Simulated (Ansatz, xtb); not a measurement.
# CH6B2N+: where a starting geometry ends

The starting geometry of this gas-phase singlet was built from a drawn formula by distance geometry; its bonds are those of `[BH+][C@H](B)N`.

| atom | x (Å) | y (Å) | z (Å) |
| --- | --- | --- | --- |
| C | 0.1025 | 0.1235 | 1.3381 |
| B | -1.3998 | -0.5966 | 1.2799 |
| B | 0.6982 | -0.3812 | 2.7338 |
| N | 0.1174 | 1.5481 | 1.2555 |
| H | -2.2148 | -1.4265 | 1.6254 |
| H | 0.5403 | -0.3885 | 0.4800 |
| H | 0.6083 | -1.5162 | 2.9899 |
| H | 0.5076 | 0.3619 | 3.6270 |
| H | -0.0996 | 1.8404 | 0.2649 |
| H | -0.4713 | 1.9736 | 1.9991 |

**Question.** Predict what becomes of its bonds when it is optimised with r2SCAN-D4/def2-SVP.

**Answer.** It rearranges to `B[C@H]1B[NH2+]1`. Contacts that close: B2–N4 (2.63 → 1.51 Å).

The energy falls by 3.17 eV over 20 steps:

| step | E − E(last) (eV) |
| --- | --- |
| 1 | 3.168 |
| 3 | 1.981 |
| 5 | 1.691 |
| 7 | 1.427 |
| 9 | 0.591 |
| 12 | 0.076 |
| 14 | 0.011 |
| 16 | 0.002 |
| 18 | 0.000 |
| 20 | 0.000 |

Final geometry (Å):

```yaml
atoms:
  - { symbol: C, position_ang: [0.2032, -0.1953, 1.4594] }
  - { symbol: B, position_ang: [-1.2921, -0.1287, 1.2623] }
  - { symbol: B, position_ang: [0.7248, -0.4673, 2.9002] }
  - { symbol: N, position_ang: [-0.5032, 1.1498, 1.1656] }
  - { symbol: H, position_ang: [-2.4152, -0.4999, 1.1710] }
  - { symbol: H, position_ang: [0.7686, -0.5772, 0.5946] }
  - { symbol: H, position_ang: [1.2526, -1.5251, 3.0904] }
  - { symbol: H, position_ang: [0.5329, 0.3451, 3.7660] }
  - { symbol: H, position_ang: [-0.3640, 1.6009, 0.2536] }
  - { symbol: H, position_ang: [-0.5188, 1.8362, 1.9303] }
```

From the same start GFN2-xTB ends elsewhere, at `BBC=[NH2+]`.

The end wasn't checked by frequencies. Run with Ansatz 0.2.0, 16 s on 2 threads of Intel(R) Xeon(R) 6975P-C (Granite Rapids) (shared host).
